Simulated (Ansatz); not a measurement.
Li₅H₆, relaxed as a doublet with UKS r2SCAN-D4/def2-TZVP in Ansatz, starting from the GFN2-xTB geometry. Force threshold 0.02 eV/Å.

In the doublet, H8 and H9 lie 0.75 Å apart (atoms count from 1), so H2 has formed as a molecule. Another isomer (doublet) lies 0.03 eV lower at PBE0-D4/def2-TZVP; other spin states weren't run for this one.

Start:

Cartesian coordinates in Å:
```
Li -0.714 -1.061 1.142
Li -0.379 1.621 0.108
Li -1.602 -0.251 -1.347
Li 1.056 -0.914 -1.104
Li 1.702 -0.056 1.193
H -0.167 -0.362 -2.036
H 2.212 0.029 -0.438
H 0.357 0.891 1.490
H -1.053 2.940 0.055
H 0.553 -1.946 0.869
H -1.965 -0.891 0.067
```

```tsv
step	energy (eV)	largest force component (eV/Å)	SCF passes
1	-1117.3457	1.132	56
2	-1118.0864	0.631	37
3	-1118.4596	0.448	41
4	-1118.6474	0.526	40
5	-1118.8389	0.420	36
6	-1118.9878	0.338	31
7	-1119.1145	0.250	30
8	-1119.2037	0.222	29
9	-1119.3035	0.221	29
10	-1119.4016	0.226	30
11	-1119.4997	0.240	31
13	-1119.6937	0.253	29
15 (rejected)	-1119.4926	4.897	35
17	-1119.9774	0.391	31
19	-1120.0862	0.133	31
21	-1120.1611	0.070	32
23	-1120.2237	0.240	30
25	-1120.2745	0.298	29
27	-1120.3077	0.144	30
29	-1120.3303	0.243	30
31	-1120.3571	0.358	29
33	-1120.3734	0.355	31
35	-1120.3820	0.200	30
37	-1120.3866	0.021	30
39	-1120.3870	0.008	26
```

Force components are those of the run's own axes.

End:

Cartesian coordinates in Å:
```
Li -0.6129 -2.7018 0.5974
Li 0.0771 1.3736 0.3162
Li -2.0486 -0.5978 -0.3479
Li 0.8232 -0.6350 -0.9373
Li 1.4622 -0.7159 1.4440
H -0.7138 0.3710 -0.9581
H 1.6392 0.5459 0.2129
H 0.0531 3.4447 0.0595
H 0.4387 3.2193 -0.5429
H 0.9694 -2.0182 0.2816
H -2.0874 -2.2857 -0.1253
```

Bonds lost: Li1–Li2, Li2–H8, Li2–H9, Li5–H8 (atoms count from 1). Bonds formed: Li2–H6, Li2–H7, Li4–H10, Li5–H10 (atoms count from 1). Metal–metal contacts that move far: Li2–Li4 3.15 to 2.48 Å.

No frequencies were taken in this run, so the end may be a saddle point.

Hardware: 4 threads of Arm Neoverse V2 on a shared host. Wall time 84 s.
